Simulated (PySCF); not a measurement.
**GeAs: one state, many levels of theory**

State: ²Π (doublet), unpaired electrons π ↑. Set-up: Ge cc-pVDZ-PP with ECP10, As cc-pVDZ-PP with ECP10; scalar-relativistic core potentials (PySCF 2.14). De refers to Ge + As in their high-spin ground configurations, without counterpoise correction. The functionals are run spin-unrestricted. A positive dipole means Ge(−)As(+). Levels whose curve was spin-contaminated or gave no clean fit are not listed.

```tsv
Level	Re (Å)	ωe (cm⁻¹)	De (eV)	μ (D)	CPU s a point (SCF and correlation, without the integrals)
UHF-CCSD	2.269	344	2.13	n/a	n/a
PBE	2.287	332	3.24	-0.84	0.6
PBEsol	2.270	340	3.50	-0.81	0.46
revPBE	2.295	329	2.99	-0.88	0.46
BP86	2.289	330	3.32	-0.85	0.46
r²SCAN	2.255	350	3.02	-0.87	0.88
PBE0	2.252	356	2.89	-0.99	0.95
CAM-B3LYP	2.237	367	2.85	-1.02	1.2
```

The bond length runs from 2.237 Å (CAM-B3LYP) to 2.295 Å (revPBE). De spans 2.13 eV (UHF-CCSD, coupled cluster) to 3.50 eV (PBEsol, GGA).

Correlated steps freeze 8 core orbitals. Correlated levels converge slowly with the basis: in double zeta they bind strong bonds too weakly, by up to about 1 eV, and carry superposition errors of some tenths. Spin–orbit coupling is left out. The state is the lowest determinant that a PBE0 search found; another state may lie lower at other levels.

The whole job (state search and all levels along the bond) took about 2.6 min on 1 thread of Arm Neoverse V2 (shared host), peak memory 0.54 GiB.
